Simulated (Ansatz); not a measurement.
The same path of BClH2O + H2S (8 atoms, charge 0, multiplicity 1) was run twice with different band settings. Lost on the way: S6–H8. Made: B1–S6, O2–H8.

Theory: RKS LDA/6-31G* in Ansatz 0.2.0.

Relaxed end points:

```xyz
8
Properties=species:S:1:pos:R:3
B 0.009 -0.237 0.268
O -0.465 -0.848 1.372
H -1.430 -0.710 1.451
Cl 1.741 -0.429 -0.055
H -0.682 0.270 -0.578
S 0.320 2.429 1.426
H 1.140 2.618 0.355
H 1.273 1.715 2.087
```

```xyz
8
Properties=species:S:1:pos:R:3
B 0.176 0.451 0.192
O -0.012 -0.164 1.716
H -0.877 -0.636 1.754
Cl 1.638 -0.353 -0.481
H -0.863 0.187 -0.369
S 0.303 2.295 0.557
H 1.653 2.318 0.757
H -0.112 0.710 2.199
```

Common settings: spring 5.0 eV/Å²; optimiser quadratic models (default); start path through a guess of the saddle point; force threshold 0.05 eV/Å; iteration limit 60; end points relaxed.

| run | movable images | climbing image |
| --- | --- | --- |
| 1 | 7 | yes |
| 2 | 4 | no |

(1) What does each run give, and how far can it be trusted?

Answers

(1) Run 1: converged after 21 iterations, highest image 0.484 eV above the first end. A vibrational analysis at the climbing image gives one clearly imaginary mode, 835i cm⁻¹: a first-order saddle point.
Run 2: converged after 22 iterations, highest image 0.490 eV above the first end. No image climbed, so the highest image needn't sit at the top of the path.
The orbitals stay closed-shell, which can raise the energy where a bond breaks towards radicals; this wasn't checked here.
